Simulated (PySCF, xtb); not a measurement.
NbO2F, SMILES [O]=[Nb](=[O])[F], multiplicity 1.

GFN2-xTB in xtb 6.7.1 at its own geometry gives an orbital gap of 1.63 eV and a dipole moment of 7.01 D.

Geometry: PBE-D3(BJ)/def2-TZVP. The spin state was assumed, not searched. The def2 effective core potentials stand for the cores of Nb; spin–orbit coupling is left out.

### Question
What does CAM-B3LYP/def2-TZVPD (PySCF) give? (An estimate is asked for; the answer gives what the named calculation found.)

### Answer
gap 6.86 eV (levels -10.07 and -3.20 eV), dipole 5.39 D.
